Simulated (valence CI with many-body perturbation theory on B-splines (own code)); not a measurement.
**Level structure of Cs49+**

Calculated by relativistic CI+MBPT: four valence electrons over a frozen Dirac-Fock core [He], a basis of 11 s, 11 p, 9 d, 7 f, 5 g, 2 h, 1 i functions for each j, with the one-electron correlation potential Σ1 (screened to all orders), the two-electron term Σ2, the three-electron term Σ3, Breit, model QED; selected single and double excitations, second order for the rest (own B-spline code, finite nucleus).

No measured spectrum was set against this ion. As an estimate, large intervals hold to a few tenths of a per cent, small ones and those within an open d or f shell to about a per cent. Among the levels kept, up to 280 cm⁻¹ of a level comes from second order outside the variational space, and about a tenth of that is noise between levels of different J, which matters for small intervals.

Levels 91 to 116 of 116, with energies above the lowest level, (2s^2 2p1/2^2) J=0. "Leading %" is the weight of the configuration and term that name the level; weights of strongly mixed levels are sums over their largest components and can fall short. In the jj column 3d3/2^4 stands for four electrons in 3d with j = 3/2. Lifetimes count E1, E2, E3, M1 and M2 decay at the calculated energies, and are blank where another channel may lead or the interval is too uncertain; long ones can be off by a factor of two.

| No. | Configuration | Term | J | E (Ry) | Leading % | g | Lifetime | Leading jj |
| --- | --- | --- | --- | --- | --- | --- | --- | --- |
| 91 | 2s 2p2 3p | 3P° | 0 | 443.29 | 81 |  | 276 fs | 2s 2p1/2 2p3/2 3p3/2 (99 %) |
| 92 | 2s 2p2 3p | 1D° | 2 | 443.30 | 36 | 1.147 | 15.8 fs | 2s 2p1/2 2p3/2 3p3/2 (93 %) |
| 93 | 2s 2p2 3d | 5D | 2 | 443.48 | 32 | 1.255 | 3.19 fs | 2s 2p1/2 2p3/2 3d5/2 (81 %) |
| 94 | 2s 2p2 3d | 5P | 2 | 443.58 | 36 | 1.370 | 1.71 fs | 2s 2p1/2 2p3/2 3d3/2 (80 %) |
| 95 | 2s 2p2 3p | 3P° | 1 | 443.81 | 52 | 1.202 | 119 fs | 2s 2p1/2 2p3/2 3p3/2 (98 %) |
| 96 | 2s 2p2 3d | 5P | 1 | 443.83 | 33 | 1.808 | 1.49 fs | 2s 2p1/2 2p3/2 3d3/2 (92 %) |
| 97 | 2s 2p2 3d | 3F | 3 | 444.20 | 47 | 1.246 | 1.58 fs | 2s 2p1/2 2p3/2 3d5/2 (71 %) |
| 98 | 2s 2p2 3d | 3D | 1 | 444.45 | 33 | 1.057 | 2.95 fs | 2s 2p1/2 2p3/2 3d5/2 (89 %) |
| 99 | 2p3 3s | 3P° | 2 | 444.48 | 32 | 1.440 | 17.9 fs | 2p1/2^2 2p3/2 3s (70 %) |
| 100 | 2s 2p2 3d | 3G | 5 | 444.56 | 56 | 1.273 | 51.5 ps | 2s 2p1/2 2p3/2 3d5/2 (99 %) |
| 101 | 2p3 3s | 1P° | 1 | 445.03 | 21 | 1.215 | 12.8 fs | 2p1/2^2 2p3/2 3s (72 %) |
| 102 | 2s 2p2 3d | 3F | 2 | 445.55 | 47 | 1.074 | 7.68 fs | 2s 2p1/2 2p3/2 3d5/2 (56 %) |
| 103 | 2s 2p2 3d | 3D | 3 | 445.92 | 50 | 1.226 | 2.86 fs | 2s 2p1/2 2p3/2 3d5/2 (89 %) |
| 104 | 2s 2p2 3d | 3F | 4 | 446.37 | 55 | 1.193 | 1.80 fs | 2s 2p1/2 2p3/2 3d5/2 (89 %) |
| 105 | 2s 2p2 3d | 3G | 3 | 446.50 | 51 | 0.922 | 10.2 fs | 2s 2p1/2 2p3/2 3d3/2 (93 %) |
| 106 | 2s 2p2 3d | 3D | 1 | 446.63 | 59 | 0.877 | 2.07 fs | 2s 2p1/2 2p3/2 3d5/2 (78 %) |
| 107 | 2s 2p2 3d | 3D | 1 | 446.98 | 59 | 0.676 | 7.45 fs | 2s 2p1/2 2p3/2 3d3/2 (91 %) |
| 108 | 2s 2p2 3d | 3F | 2 | 447.06 | 33 | 1.010 | 2.27 fs | 2s 2p1/2 2p3/2 3d3/2 (57 %) |
| 109 | 2s 2p2 3d | 3P | 0 | 447.21 | 79 |  | 1.85 fs | 2s 2p1/2 2p3/2 3d5/2 (90 %) |
| 110 | 2s 2p2 3d | 1D | 2 | 447.41 | 33 | 1.034 | 2.11 fs | 2s 2p1/2 2p3/2 3d3/2 (52 %) |
| 111 | 2s 2p2 3d | 1P | 1 | 447.87 | 22 | 1.338 | 3.34 fs | 2p1/2^2 2p3/2 3p1/2 (58 %) |
| 112 | 2s 2p2 3d | 1P | 1 | 448.46 | 24 | 1.141 | 3.19 fs | 2s 2p1/2 2p3/2 3d3/2 (56 %) |
| 113 | 2s 2p2 3d | 3P | 0 | 448.50 | 57 |  | 1.87 fs | 2s 2p1/2 2p3/2 3d3/2 (92 %) |
| 114 | 2p3 3p | 3D | 2 | 448.68 | 12 | 1.114 | 8.70 fs | 2p1/2^2 2p3/2 3p1/2 (51 %) |
| 115 | 2s 2p2 3d | 3D | 3 | 448.86 | 42 | 1.223 | 7.84 fs | 2s 2p1/2 2p3/2 3d5/2 (96 %) |
| 116 | 2s 2p2 3d | 3F | 4 | 449.13 | 42 | 1.113 | 7.34 fs | 2s 2p1/2 2p3/2 3d5/2 (99 %) |

Where two levels of one J and parity lie close, their mixing, g and order are uncertain.
